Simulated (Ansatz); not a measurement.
Born–Oppenheimer molecular dynamics of BF3H2O (7 atoms, charge 0, multiplicity 1). It starts at the highest image of a converged band, a first-order saddle point between two minima.

All numbers below come from RKS B3LYP/6-31G* (Ansatz).

```
ensemble                      : NVE (velocity Verlet)
time step                     : 0.5 fs
steps asked                   : 200
starting velocities drawn for : 100 K
seed                          : 8049
```

First frame:

```xyz
7
Properties=species:S:1:pos:R:3
B 0.003 0.140 0.113
O 0.010 -0.076 1.599
H -0.848 -0.413 1.902
F 1.134 -0.182 -0.510
F -1.173 -0.120 -0.477
F 0.065 1.763 0.458
H 0.021 1.210 1.434
```

**Question.** How far do the bonds stretch over the last three quarters of this one trajectory? (Pairs bonded in most of those frames.)

**Answer.** 
```
 bond  mean (Å)  spread (Å)  shortest  longest
B1–F4     1.332       0.045      1.26     1.41
B1–F5     1.337       0.039      1.26     1.41
B1–F6     1.351       0.074      1.22     1.50
O2–H3     0.972       0.014      0.94     1.00
O2–H7     0.975       0.027      0.93     1.03
```

Mean temperature of the second half: 981 K. The conserved energy stayed within 0.28 meV per atom of its start (net change -0.14 meV per atom), so the integration is sound. The kinetic energy rose, since the run started high on the potential surface and went downhill. It ends in pieces (BF3 + H2O), so much of that is their flight and rotation, not heat. A run of 0.1 ps of so small a system gives no equilibrium averages. The orbitals stay closed-shell, which can raise the energy where a bond breaks towards radicals; this wasn't checked here.

The run took 7.9 min on 1 thread of Arm Neoverse V1, with other jobs on the host, peak memory 0.14 GiB.
